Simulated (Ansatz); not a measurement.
```xyz
2

B     0.0000    0.0000   -0.7469
F     0.0000    0.0000    0.4150
```

Basis set: 6-31G* (spherical functions). Left uncorrelated: 2 orbitals. Charge 0, multiplicity 1.

Computed with Ansatz (development build ahead of 0.2.0); each method stands on the lowest determinant of its kind that the runs found. Restricted open shells among the atoms or ions are ROHF, correlated in semicanonical orbitals with singles.

Q: Give the atomization energy at this shape (free ground-state atoms in the same class of orbitals less the molecule, no zero-point energy) of singlet BF by RHF-MP2, RHF.

A:

```tsv
method	atomization energy
RHF-MP2	169.67 kcal/mol
RHF	131.17 kcal/mol
```

Caution: the shape is not the minimum.
